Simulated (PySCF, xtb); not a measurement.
C2H5BO3, SMILES OB1COCO1. One conformer was computed; it need not be the lowest.

Harmonic wavenumbers (cm⁻¹) from GFN2-xTB (xtb) at its own minimum, in rising order: 90, 188, 324, 404, 556, 602, 712, 799, 844, 914, 955, 1043, 1075, 1084, 1148, 1180, 1184, 1233, 1322, 1384, 1462, 1491, 2803, 2894, 2896, 2972, 3605.

**Question.** What does PBE0-D3(BJ)/def2-SVP run with PySCF give at its own minimum? (Estimate from the structure and the level; the computed values follow.)

**Answer.** 164, 206, 357, 433, 576, 599, 739, 817, 897, 970, 991, 1088, 1146, 1171, 1210, 1243, 1268, 1344, 1441, 1463, 1525, 1552, 2987, 3009, 3115, 3134, 3897. Paired by order, the mean absolute difference is 81 cm⁻¹ and the zero-point energies are 50.3 and 53.4 kcal/mol.
